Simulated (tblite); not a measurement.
Compound: C₆H₄NS (doublet state).
Atom-mapped SMILES: `[H]/[C:1]=[CH:2]\[C:3](=[S:4])[C:5]#[C:6]/[CH:7]=[N:8]/[H]` (hydrogens: H9 on C1; H10 on C2; H11 on C7; H12 on N8)

Computed geometry: GFN2-xTB, gas phase. This method treats the open shell by occupation alone, without spin polarisation.

Question: List the bond lengths, angles and torsions at this level.

Answer: 
```json
{"bond": "C1=C2", "length (bohr)": "2.440"}
{"bond": "C2–C3", "length (bohr)": "2.823"}
{"bond": "C3=S4", "length (bohr)": "3.103"}
{"bond": "C3–C5", "length (bohr)": "2.620"}
{"bond": "C5≡C6", "length (bohr)": "2.295"}
{"bond": "C6–C7", "length (bohr)": "2.659"}
{"bond": "C7=N8", "length (bohr)": "2.387"}
{"bond": "C1–H9", "length (bohr)": "2.013"}
{"bond": "C2–H10", "length (bohr)": "2.039"}
{"bond": "C7–H11", "length (bohr)": "2.080"}
{"bond": "N8–H12", "length (bohr)": "1.922"}
```

A selection of angles:
```json
{"angle": "C1–C2–C3", "degrees": "118.8"}
{"angle": "C2–C3–S4", "degrees": "119.2"}
{"angle": "C2–C3–C5", "degrees": "118.1"}
{"angle": "S4–C3–C5", "degrees": "122.4"}
{"angle": "C3–C5–C6", "degrees": "176.8"}
{"angle": "C5–C6–C7", "degrees": "179.6"}
{"angle": "C6–C7–N8", "degrees": "120.9"}
{"angle": "H12–N8–C7", "degrees": "115.1"}
```

Dihedral angles: C1–C2–C3–S4 -137° (anticlinal); H12–N8–C7–C6 180° (antiperiplanar). The mirror-image conformer, all signs reversed, is as good.

Of the pairs four or more bonds apart, C5···H9 is among the closest relative to their van der Waals radii: 2.87 Å, 99 % of the sum of Bondi's values. C2 (carbon bonded to 2 C and H) is almost planar (angles 125.1°, 118.8° and 115.2°, sum 359.1°, 0.07 Å off the plane of its three neighbours). C1 (carbon bonded to C and H) is bent (angle 138.8°). The 5 C–C bonds span 1.215 Å (C5≡C6, drawn triple) to 1.494 Å (C2–C3, drawn single), a spread of 0.279 Å. C3 (carbon bonded to 2 C and S) is planar (angles 122.4°, 119.2° and 118.1°, sum 359.7°, 0.05 Å off the plane of its three neighbours). C7 (carbon bonded to C, N and H) is planar (angles 125.7°, 120.9° and 113.4°, sum 360.0°, 0.00 Å off the plane of its three neighbours).

Point group: C1 (no symmetry element, even within 0.4 Å). Its GFN2-xTB frequencies are all real (lowest 40 cm⁻¹).
